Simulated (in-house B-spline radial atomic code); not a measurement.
Results of a calculation; reference values are marked as such.
**Making a Troullier-Martins s channel for Sc, r_c = 2.73 bohr**

Sc, [Ar] 3d1 4s2, non-relativistic PBE, spherical and spin-unpolarised, from a B-spline radial code for spherical atoms (atomic units). The all-electron 4s level is ε = -0.152566 hartree, its outermost node lies just inside 1.36 bohr and its outer maximum at 3.14 bohr.

Inside r_c the pseudo-orbital is u(r) = r^1 exp(p(r)), with p = c0 + c2 r² + c4 r⁴ + … + c12 r¹². The seven coefficients follow from p and its first four derivatives at r_c, from zero curvature of the screened potential at the origin, c4 = −c2²/(2l + 5), and from the norm inside r_c. At r_c the all-electron orbital has P = 0.5502391, P' = 0.1064284, the screened potential V = -0.4311968, V' = 0.265672, V'' = -0.3391835, and the norm inside is Q = 0.2382046.

Q: What are p, p' and p'' at r_c?

A: p = ln(P/r_c^1) = ln(0.5502391/2.73) = -1.60170. p' = P'/P − 1/r_c = 0.19342 − 0.36630 = -0.17288. The radial equation gives p'' = 2(V − ε) − 2(1) p'/r_c − p'² = -0.55726 − (-0.12665) − 0.02989 = -0.46050. Differentiating, p''' = 2V' + 2(1)p'/r_c² − 2(1)p''/r_c − 2p'p'' = 0.66309, and p'''' = 2V'' − 4(1)p'/r_c³ + 4(1)p''/r_c² − 2(1)p'''/r_c − 2p''² − 2p'p''' = -1.5722.

For a trial c2 the five matching conditions are linear in c0, c6, c8, c10 and c12, and c2 is varied until the norm inside r_c equals Q. The root nearest zero gives:

| n | c_n |
| --- | --- |
| 0 | -2.480844 |
| 2 | 0.3396309 |
| 4 | -0.02306983 |
| 6 | -0.005290535 |
| 8 | 0.0009540938 |
| 10 | -5.812413e-05 |
| 12 | 1.239055e-06 |

Q: Check c4 and p(r_c), and find the screened pseudopotential at the origin.

A: −c2²/5 = -0.0230698, as listed. The terms c_n r_c^n are -2.48084, 2.53124, -1.28143, -2.19016, 2.94369, -1.33654, 0.21235, which sum to -1.60170. Inverting the radial equation, V_l(r) = ε + 1 p'/r + (p'' + p'²)/2, so V_l(0) = ε + (2l + 3) c2 = -0.152566 + 3 × (0.339631) = 0.8663 hartree, finite where the all-electron potential diverges.

Orbitals and screened potentials:

```tsv
r (bohr)	P	u	V all-electron	V pseudo
0.273	0.1386	0.02343	-38.35	0.8654
0.682	-0.2292	0.06647	-8.247	0.8307
1.092	-0.1549	0.1316	-3.276	0.6565
1.502	0.1101	0.2312	-1.611	0.2631
1.911	0.3355	0.3594	-0.9247	-0.22
2.32	0.4779	0.4789	-0.592	-0.4818
2.73	0.5502	0.5502	-0.4312	-0.4312
```

Logarithmic derivatives P'/P at R = 3.03 bohr, for energies E around ε:

```
E − ε (hartree)  all-electron     pseudo
           -0.5      0.785991   0.776577
          -0.25      0.470448   0.466718
           -0.1      0.232849   0.231989
              0     0.0433603  0.0433351
            0.1     -0.181884  -0.183396
           0.25     -0.623623   -0.63959
            0.5      -2.00598   -2.24348
```

Q: With P(R) = 0.5694078 and a norm of 0.3329219 inside R, what slope in energy does norm conservation fix?

A: d(P'/P)/dE = −2 × (norm inside R)/P(R)² = -2.0536 per hartree·bohr at E = ε, for both atoms, since orbital and norm agree at R. Differences over ±0.1 hartree give -2.0737 (all-electron) and -2.0769 (pseudo), which also hold third-order terms. Half a hartree below ε the two curves differ by -0.0094.
